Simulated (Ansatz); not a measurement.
Program: Ansatz. Geometries: PBE0-D4/def2-TZVP. ΔE: electronic, gas phase. CBS: MP2 limit from def2 TZ/QZ plus the TZ coupled-cluster correction, frozen cores. DFT in def2-TZVPP. For Ge outer-core shells are correlated without core-valence functions, which leaves a few kJ/mol of doubt a bond. Scalar relativity is left out up to krypton. Each species was taken in one conformer, which may not be the lowest.

Consider the cleavage of the Ge–Al bond: `F[SiH2][AlH][GeH3]` + `BC(=C)O` → `BC(=C)[O][GeH3]` + `F[SiH2][AlH2]`.

(1) Is it downhill or uphill in electronic energy at CCSD(T)/CBS, and by how much? (An estimate is asked.)

(2) What do these levels give: PBE, PBE0, CCSD/def2-TZVPP, CCSD(T)/def2-TZVPP, HF/def2-QZVPP, CCSD/CBS(def2)? (Best estimate.)

Largest T1 diagnostic among the species: 0.013.

## Answers

(1) Computed: Uphill: ΔE = +4.0 kcal/mol.

(2) Computed: PBE 8.3, PBE0 7.5, CCSD/def2-TZVPP 2.9, CCSD(T)/def2-TZVPP 2.8, HF/def2-QZVPP -0.3, CCSD/CBS(def2) 4.0 kcal/mol.

The D4 term adds −1.2 kcal/mol with B3LYP and −0.6 kcal/mol with PBE0; it sums over pairs of atoms, weighted by their polarisabilities, and B3LYP, whose exchange is more repulsive, gets the larger term. In def2-TZVPP, CCSD(T) changes the Hartree–Fock value by +2.9 kcal/mol (the triples alone add −0.0 kcal/mol) and MP2 by +1.5 kcal/mol.

B3LYP here is the variant with VWN-RPA as its local correlation; programs differ in this.
